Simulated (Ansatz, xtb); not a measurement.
# F2GeNP: where a starting geometry ends

The starting geometry of this gas-phase singlet was built from a drawn formula by distance geometry and a force field; its bonds are those of `N#[P](F)[Ge][F]`.

```yaml
atoms:
  - { symbol: F, position_ang: [1.0377, -1.2643, 0.4012] }
  - { symbol: F, position_ang: [-0.1126, -0.9134, 3.9140] }
  - { symbol: Ge, position_ang: [-0.2406, 0.3930, 2.7936] }
  - { symbol: N, position_ang: [-1.5526, -1.1174, 0.4096] }
  - { symbol: P, position_ang: [-0.3494, -0.3849, 0.6662] }
```

Problem. Predict what becomes of its bonds when it is optimised with r2SCAN-D4/def2-SVP.

Solution. It rearranges, giving a structure given below by its coordinates. Contacts that open: Ge3–P5 (2.27 → 3.36 Å). Contacts that close: Ge3–N4 (3.11 → 1.83 Å).

The energy falls by 3.33 eV over 22 steps:

```
step  E − E(last) (eV)
   1             3.328
   3             2.496
   6             1.806
   8             1.154
  10             0.379
  13             0.069
  15             0.023
  17             0.001
  20             0.000
  22             0.000
```

Final geometry (Å):

```yaml
atoms:
  - { symbol: F, position_ang: [0.3952, -1.8007, -0.4993] }
  - { symbol: F, position_ang: [-0.5778, -0.7232, 4.1364] }
  - { symbol: Ge, position_ang: [-1.4993, -0.0686, 2.7875] }
  - { symbol: N, position_ang: [-0.2169, -0.3102, 1.5033] }
  - { symbol: P, position_ang: [0.6814, -0.3845, 0.2568] }
```

From the same start GFN2-xTB reaches the same bonding as this run.

The end wasn't checked by frequencies. Run with Ansatz 0.2.0, 49 s on 1 thread of Intel(R) Xeon(R) 6975P-C (Granite Rapids), with other jobs on the host.
